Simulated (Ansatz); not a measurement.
C$_{2}$H$_{9}$ClSi$_{2}$, SMILES `CC[SiH]([SiH3])Cl` at its PBE0-D4/def2-TZVP geometry, where that method's forces vanish. The species carries charge 0 and has multiplicity 1.

```xyz
14

C     2.0078   -0.6965   -0.9228
C     0.8541   -0.6619    0.0743
Si   -0.5259    0.5105   -0.3956
Si   -2.2374    0.5942    1.1980
Cl    0.2478    2.4270   -0.5683
H     1.6677   -1.0053   -1.9144
H     2.4702    0.2874   -1.0262
H     2.7840   -1.3971   -0.6057
H     1.2113   -0.3837    1.0715
H     0.4012   -1.6557    0.1793
H    -1.0621    0.1548   -1.7381
H    -2.8529   -0.7525    1.3605
H    -3.2891    1.5574    0.7795
H    -1.6766    1.0216    2.5079
```

(1) What forces (eV/Å) does ωB97M-V/def2-TZVPP give on these atoms in Ansatz 0.2.0? (Best estimate.)

Answers

(1) Ansatz gave: 
```
C1   0.174 -0.017 -0.129
C2  -0.176  0.005  0.151
Si3 -0.112 -0.130 -0.069
Si4 -0.056  0.001  0.059
Cl5  0.032  0.054  0.001
H6   0.020  0.021  0.066
H7  -0.035 -0.067  0.010
H8  -0.059  0.060 -0.035
H9  -0.020 -0.016 -0.066
H10  0.039  0.062 -0.007
H11  0.062  0.031  0.144
H12  0.069  0.149 -0.021
H13  0.121 -0.107  0.043
H14 -0.059 -0.046 -0.144
```
